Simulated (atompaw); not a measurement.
**Mn: variants of one PAW (atompaw) potential**

Base potential:

manganese, PAW, made with atompaw 4.2.0.5 (LDA (PW92), scalar-relativistic). Core [Ne] 3s2, reference 3p6 3d5 4s2 4p0. Waves: 4s (bound): rc 2.20 bohr; 4s channel at 0.6 Ry: rc 2.20 bohr; 3p (bound): rc 1.40 bohr; 4p (bound, empty): rc 2.20 bohr; 3d (bound): rc 2.20 bohr; 3d channel at 3.1 Ry: rc 1.95 bohr. Local part: troulliermartins scheme with l = 3 at 1 Ry, radius 2.00 bohr. Core correction: smooth core density matched at 1.30 bohr. Augmentation charge: besselshape compensation charge, radius 1.90 bohr; PAW radius 2.20 bohr; waves and projectors: custom polynom2 7 10 vanderbiltortho.

Cutoffs, loose and tight: the cutoffs (Ry, on a coarse ladder) from which the occupation-weighted sum of valence levels, in a spherical-Bessel basis at the reference potential, stays within 10 and 1 mRy of its value at 400 Ry. They see the waves, projectors and local potential, not the compensation charge or the core. A dash means not determined.

A true bound ghost makes a file unfit for plane-wave use even where its test errors are small: the radial tests pick states by their node count and pass the ghost by.

```csv
change,outcome,"cutoff, loose","cutoff, tight",bound ghosts
base,generated,100 Ry,300 Ry,s
core correction smooth core density matched at 0.92 bohr,generated,100 Ry,300 Ry,s
"all radii scaled by about 1.17 (s 2.56, p 1.64, d 2.56 bohr); local potential troulliermartins scheme with l = 3 at 1 Ry, radius 2.32 bohr; augmentation besselshape compensation charge, radius 2.22 bohr; PAW radius 2.56 bohr; waves and projectors: custom polynom2 7 10 vanderbiltortho; core correction smooth core density matched at 1.52 bohr",generated,30 Ry,120 Ry,none
"augmentation besselshape compensation charge, radius 1.90 bohr; PAW radius 2.20 bohr; waves and projectors: custom polynom vanderbiltortho",generated,55 Ry,80 Ry,s
wave 3p (bound): rc 1.40 bohr becomes 3p (bound): rc 1.86 bohr,generated,21 Ry,35 Ry,s
"augmentation besselshape compensation charge, radius 1.06 bohr; PAW radius 2.20 bohr; waves and projectors: custom polynom2 7 10 vanderbiltortho",generated,100 Ry,300 Ry,s
"local potential troulliermartins scheme with l = 3 at 1 Ry, radius 0.94 bohr",generated,100 Ry,300 Ry,s
"waves 4s (bound); 4s channel at 0.6 Ry; 3p (bound); 4p (bound); 3d (bound); 3d channel at 3.1 Ry; augmentation besselshape compensation charge, radius 1.90 bohr; PAW radius 2.20 bohr; waves and projectors: bloechl",failed: atompaw: The overlap operator has at least one negative eigenvalue!,–,–,–
reference 3p6 3d5 4s0 4p0,generated,100 Ry,300 Ry,s
wave 4s channel at 0.6 Ry: rc 2.20 bohr becomes 4s channel at 1.96 Ry: rc 2.20 bohr,generated,100 Ry,300 Ry,s
"augmentation sinc compensation charge, radius 1.90 bohr; PAW radius 2.20 bohr; waves and projectors: custom polynom2 7 10 vanderbiltortho",generated,100 Ry,300 Ry,s
wave 4s (bound): rc 2.20 bohr becomes 4s (bound): rc 1.98 bohr,failed: atompaw: The overlap operator has at least one negative eigenvalue!,–,–,–
```

Q: What comes out with this change to the base: local potential bessel scheme, radius 2.00 bohr?

A: outcome: generated; cutoff, loose: 100 Ry; cutoff, tight: 300 Ry; bound ghosts: none.
